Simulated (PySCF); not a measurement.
Electric properties by functional and basis

Compound: B2H8N2O.
Cartesian coordinates in Å at the PBE0-D3(BJ)/def2-SVP level; atoms count from 1:
```
atom  x, y, z in Å
O1     1.7782   -0.2626   -0.8683
B2     0.8087   -0.3462    0.1597
N3     0.1290    1.0825    0.4303
B4    -1.2785    0.4271    0.0686
N5    -0.5874   -0.9350   -0.3870
H6     2.5886   -0.7179   -0.6363
H7     1.1304   -0.8899    1.2098
H8     0.4605    1.7815   -0.2320
H9     0.2332    1.4521    1.3704
H10   -1.8436    0.9992   -0.8472
H11   -1.9583    0.2642    1.0661
H12   -0.9187   -1.7866    0.0558
H13   -0.5559   -1.0823   -1.3941
```

PySCF, dipoles from the SCF density, polarisabilities from static response with core orbitals frozen. One conformer (not necessarily the lowest) at the PBE0-D3(BJ)/def2-SVP geometry, without solvent, vibrations or thermal averaging.

The anisotropy is √(½[(α1 − α2)² + (α2 − α3)² + (α3 − α1)²]).

```json
{"level": "LDA/def2-SVPD", "μ (D)": "1.377", "α (Å³)": "8.29", "anisotropy (Å³)": "1.18"}
{"level": "PBE/def2-SVPD", "μ (D)": "1.339", "α (Å³)": "8.17", "anisotropy (Å³)": "1.16"}
{"level": "B3LYP/def2-SVPD", "μ (D)": "1.338", "α (Å³)": "7.85", "anisotropy (Å³)": "1.04"}
{"level": "PBE0/def2-SVPD", "μ (D)": "1.335", "α (Å³)": "7.76", "anisotropy (Å³)": "1.05"}
{"level": "BHandHLYP/def2-SVPD", "μ (D)": "1.344", "α (Å³)": "7.48", "anisotropy (Å³)": "0.94"}
{"level": "CAM-B3LYP/def2-SVPD", "μ (D)": "1.345", "α (Å³)": "7.72", "anisotropy (Å³)": "0.99"}
{"level": "wB97X-D/def2-SVPD", "μ (D)": "1.338", "α (Å³)": "7.72", "anisotropy (Å³)": "1.00"}
{"level": "LC-wPBE/def2-SVPD", "μ (D)": "1.337", "α (Å³)": "7.54", "anisotropy (Å³)": "0.97"}
{"level": "HF/def2-SVPD", "μ (D)": "1.374", "α (Å³)": "7.11", "anisotropy (Å³)": "0.83"}
{"level": "PBE0/6-31G*", "μ (D)": "1.518", "α (Å³)": "6.13", "anisotropy (Å³)": "1.33"}
{"level": "PBE0/6-31+G*", "μ (D)": "1.473", "α (Å³)": "7.18", "anisotropy (Å³)": "1.07"}
{"level": "PBE0/def2-SVP", "μ (D)": "1.501", "α (Å³)": "6.45", "anisotropy (Å³)": "1.29"}
{"level": "PBE0/aug-cc-pVDZ", "μ (D)": "1.320", "α (Å³)": "7.91", "anisotropy (Å³)": "1.10"}
{"level": "PBE0/def2-TZVP", "μ (D)": "1.409", "α (Å³)": "7.38", "anisotropy (Å³)": "1.12"}
{"level": "PBE0/def2-TZVPD", "μ (D)": "1.326", "α (Å³)": "7.88", "anisotropy (Å³)": "1.07"}
```

The dipole runs from 1.32 D (PBE0/aug-cc-pVDZ) to 1.52 D (PBE0/6-31G*). No reference polarisability is at hand; against PBE0 in the largest diffuse basis at hand (def2-TZVPD) the other PBE0 rows deviate by 6-31G* -22%, 6-31+G* -9%, def2-SVP -18%, def2-SVPD -1%, aug-cc-pVDZ 0%, def2-TZVP -6%. In one basis (def2-SVPD) the functionals order the polarisability from HF (lowest) to LDA (highest), a spread of 17%. With PBE0 the polarisability is 6.65 Å³ without diffuse functions (mean of 6-31G*, def2-SVP and def2-TZVP) and 7.68 Å³ with them (mean of 6-31+G*, def2-SVPD, aug-cc-pVDZ and def2-TZVPD).

Without π bonds the low states are Rydberg-like; a valence basis with one diffuse set may place them up to an eV too high.
